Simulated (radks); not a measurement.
Values are calculated unless marked as measured or tabulated.
Problem. Code: a radial shooting solver on a logarithmic mesh with Libxc functionals. Model: non-relativistic Kohn-Sham, exchange-only LDA, spin-unpolarised, spherical densities, point nucleus. Response by self-consistent Sternheimer equations with the Hartree and adiabatic exchange-only LDA kernel. Rank Nb5+, Kr, Tc7+, Sr2+, Mo6+, Zr4+, Rb+, Ru8+ (NIST ground configurations) by static dipole polarisability, largest first.

Solution. Kr 19.23, Rb+ 9.828, Sr2+ 6.121, Zr4+ 3.077, Nb5+ 2.345, Mo6+ 1.842, Tc7+ 1.482, Ru8+ 1.215 bohr^3.
